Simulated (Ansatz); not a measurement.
C2HCl2Ga, SMILES `C#[C][Ga]([Cl])[Cl]` at its PBE0-D4/def2-TZVP geometry, where that method's forces vanish. Total charge 0; spin multiplicity 1.

```csv
atom,x (Å),y (Å),z (Å)
C1,-1.041,-0.816,-1.419
C2,-0.395,-0.307,-0.537
Ga3,0.618,0.485,0.843
Cl4,-0.277,1.124,2.654
Cl5,2.708,0.780,0.659
H6,-1.613,-1.265,-2.200
```

**Question.** For each bond, give half the difference of the two atoms' forces along it (eV/Å; positive pushes the atoms apart) under PBE-D4, r2SCAN-D4, B3LYP-D4, ωB97M-V in def2-TZVPP. (An estimate is asked.)

**Answer.** Computed: 
```tsv
bond	length (Å)	PBE-D4	r2SCAN-D4	B3LYP-D4	ωB97M-V
C1–C2	1.206	0.94	0.41	-0.02	-0.27
C1–H6	1.067	-0.35	-0.22	-0.10	0.05
C2–Ga3	1.886	-0.57	-0.26	-0.01	0.20
Ga3–Cl4	2.119	0.19	0.01	0.18	0.00
Ga3–Cl5	2.119	0.19	0.01	0.18	0.00
```

B3LYP here is the variant with VWN-RPA as its local correlation; programs differ in this.
